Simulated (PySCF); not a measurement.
C₂H₇ClOSi₂. Atoms are numbered in the order given.

```xyz
13

C     -1.1223     0.4779     1.3722
C     -1.1532    -0.2386     0.2383
Si    -2.6958    -1.0843    -0.4513
O     -0.0549    -0.4371    -0.5701
Si     1.5672    -0.3724    -0.1865
Cl     2.1965     1.5793     0.1382
H     -0.2204     0.9856     1.7270
H     -2.0301     0.5908     1.9674
H     -2.4566    -2.5524    -0.5548
H     -3.8422    -0.8195     0.4623
H     -2.9936    -0.5542    -1.8117
H      1.8204    -1.1406     1.0568
H      2.2754    -0.9020    -1.3697
```

Coordinates come from a B3LYP-D3(BJ)/def2-SVP optimisation. This is a generated structure with no PubChem entry under its InChIKey; it may be hypothetical. Other conformers were not sampled.

All values below come from ωB97X/def2-TZVP in PySCF.

Computed frontier levels, gap, dipole moment and polarisability:
```yaml
highest_occupied_level: -9.74 eV
lowest_empty_level: 1.72 eV
orbital_gap: 11.46 eV
dipole_moment: 1.08 D
quadrupole, principal values (traceless, Buckingham form, about the centre of nuclear charge): -4.33, -0.92, 5.25 D·Å
mean_static_polarisability: 88.8 bohr³ (13.16 Å³)
polarisability_principal_values: 72.3, 91.8, 102.3 bohr³
```
